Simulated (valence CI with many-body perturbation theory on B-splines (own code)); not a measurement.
**Sensitivity of CI+MBPT for Co¹²⁺**

Computed by relativistic CI+MBPT: five valence electrons over a frozen Dirac-Fock core [Ne], a basis of 6 s, 6 p, 5 d, 3 f, 1 g functions for each j, with the one-electron correlation potential Σ1 (screened to all orders), the two-electron term Σ2, the three-electron term Σ3, Breit, model QED; selected single and double excitations, second order for the rest, scaled by the run's own slope (own B-spline code, finite nucleus).

No measured levels were compared; by estimate levels of excited configurations hold to 0.05 to 0.15 % of their energy, terms of the ground configuration to about 0.5 %. Among the levels kept, up to 1100 cm⁻¹ of a level comes from second order outside the variational space, and about a tenth of that is noise between levels of different J, which matters for small intervals.

The reference run has the lowest level 3s²3p³ ⁴S°_3/2 and an ionisation energy of 374.564 eV. Its largest variational space holds 10000 state functions.

Names give the largest LS component (configuration and term), which can be under half, so a name can repeat, a term be missing and a line seem to break the LS rules; names also repeat where a configuration has a term twice.

Changed runs:
A. box radius (bohr) 6.4837 → 4.5
B. hole-hole ladder in Σ2 on → off
C. Breit term on → off; QED terms on → off
D. scale of Σ1 1 → 0 (bad on purpose)

Excitation energies of the reference run in cm⁻¹, and shifts in cm⁻¹:

| Level | Reference | A | B | C | D |
| --- | --- | --- | --- | --- | --- |
| 3s²3p³ ²D°_3/2 | 44127 | +0.1 | +46 | -114 | -23 |
| 3s²3p³ ²D°_5/2 | 50151 | 0 | +43 | +208 | -70 |
| 3s²3p³ ²P°_1/2 | 80076 | +0.1 | +64 | +104 | -81 |
| 3s²3p³ ²P°_3/2 | 88734 | 0 | +58 | +460 | -155 |
| 3s3p⁴ ⁴P_5/2 | 295138 | -0.1 | +23 | +486 | +598 |
| 3s3p⁴ ⁴P_3/2 | 307005 | +0.1 | +20 | +678 | +536 |
| 3s3p⁴ ⁴P_1/2 | 312093 | +0.1 | +20 | +764 | +517 |
| 3s3p⁴ ²D_3/2 | 365886 | +0.1 | +63 | +606 | +520 |
| 3s3p⁴ ²D_5/2 | 368570 | +0.2 | +64 | +816 | +489 |
| 3s²3p²3d ²P_3/2 | 418815 | +0.2 | +0.3 | +726 | +506 |
| 3s3p⁴ ²P_1/2 | 423855 | +0.2 | +46 | +622 | +486 |
| 3s3p⁴ ²S_1/2 | 443238 | +0.2 | +58 | +1029 | +383 |
| Ionisation energy (eV) | 374.564 | 0 | -0.019 | +0.059 | -0.597 |
